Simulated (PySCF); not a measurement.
# Electron correlation in Cl⁺ (chlorine, charge +1)

[Ne] 3s2 3p4, high-spin 3P determinant. All numbers are calculated (PySCF 2.14, the non-relativistic Hamiltonian (point nucleus), in 6-31G* (4s3p1d, 18 functions)). Frozen: [Ne]; 6 electrons correlated.

MP2 pair energies summed by pair of shells (mhartree):

| pair | energy | share (%) |
| --- | --- | --- |
| 3p-3p | -39.97 | 47.6 |
| 3s-3p | -36.81 | 43.9 |
| 3s-3s | -7.13 | 8.5 |

Total MP2 correlation energy: -83.91 mhartree.

Same-spin part -20.04 and opposite-spin part -63.87 mhartree; SCS-MP2 scales them by 1/3 and 6/5 to -83.33 mhartree.

```csv
level,correlation energy (mhartree)
CCSD,-102.63
(T),-1.16
CCSD(T),-103.79
```

Diagnostics: T1 = 0.0058, D1 = 0.0189, largest double amplitude 0.049.

Question: Is a single reference adequate?

Answer: Yes: T1 lies below 0.03 and no double amplitude reaches 0.07.
